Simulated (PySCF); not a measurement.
# Nuclear quadrupole coupling in `C[Si](N)(N)C1CC1`

Species: C4H12N2Si.
Z-matrix (Å and degrees, GFN2-xTB geometry), rows numbered from 1:
```
C 
Si  1  1.9046
N   2  1.7331  1  106.45
N   2  1.7319  1  117.12  3   113.61
C   2  1.8935  1  108.29  3  -125.46
C   5  1.5023  2  122.06  1  -102.03
C   6  1.4914  5   60.26  2  -108.87
H   1  1.0849  2  110.94  3   -54.13
H   1  1.0850  2  111.79  3    65.90
H   1  1.0856  2  111.22  3  -174.09
H   3  1.0065  2  117.75  1   -49.31
H   3  1.0076  2  117.16  1   176.75
H   4  1.0065  2  118.17  1    60.47
H   4  1.0073  2  116.80  1   -73.45
H   5  1.0851  2  115.03  1    43.68
H   6  1.0807  5  118.35  7  -108.42
H   6  1.0788  5  118.37  7   107.65
H   7  1.0806  5  118.66  6   108.30
H   7  1.0792  5  117.71  6  -107.78
```

Field gradients from the PBE0/pcSseg-1 density (PySCF, non-relativistic), principal values in atomic units, ordered |Vxx| ≤ |Vyy| ≤ |Vzz|:

| atom | Vxx | Vyy | Vzz |
| --- | --- | --- | --- |
| N3 | 0.2796 | 0.6254 | -0.9050 |
| N4 | 0.2838 | 0.6191 | -0.9030 |

**Question.** Find the asymmetry η = (Vxx − Vyy)/Vzz and the couplings χ = eQV/h (234.96 MHz × Q in barn × V in au), with Q(14N) = 0.02044 b.

**Answer.** 
| atom | environment | nucleus | η | χzz (MHz) | χxx (MHz) | χyy (MHz) |
| --- | --- | --- | --- | --- | --- | --- |
| N3 | silicon-bound nitrogen | 14N | 0.38 | -4.346 | 1.343 | 3.004 |
| N4 | silicon-bound nitrogen | 14N | 0.37 | -4.337 | 1.363 | 2.973 |

**Question.** What is Vzz at N4 in SI units (1 au = 9.71736 × 10²¹ V/m²)?

**Answer.** -0.9030 au = -8.774 × 10²¹ V/m².

Were the hydrogens deuterons (Q(2H) = 0.00286 b), χzz would run from 219 kHz (H15) to 291 kHz (H11 and H13).

One conformer (not necessarily the lowest) at the GFN2-xTB geometry, without solvent, vibrations or thermal averaging. GFN2-xTB bond lengths can be off by several hundredths of an ångström, more for odd bonds, and the gradients follow them. With so small a basis the couplings can be 20 % off.
